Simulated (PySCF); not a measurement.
## Correlation energy of Ba⁻ (barium, charge -1)

[Xe] 5d1 6s2, 2D determinant. All numbers are calculated (PySCF 2.14, a scalar-relativistic core potential, in def2-QZVPPD with the def2 core potential (46 electrons)). Frozen: 5s2 5p6; 3 electrons correlated.

```csv
level,correlation energy (mhartree)
CCSD,-36.79
(T),-2.47
CCSD(T),-39.26
CCSDT,-41.22
```

Diagnostics: T1 = 0.071, D1 = 0.1561, largest double amplitude 0.139.

Spin-orbit coupling, absent here, splits the open shell strongly. The configuration of this anion was assumed by filling the next shell in order. It is not the known or likely ground configuration (Ca⁻, Sr⁻ and Ba⁻, for instance, bind a p electron), so these values are not the electron affinity of the element. T1 exceeds 0.03, a sign that the reference determinant is poor.

Cost of the coupled-cluster step: roughly 4 core-seconds, for 3 correlated electrons.
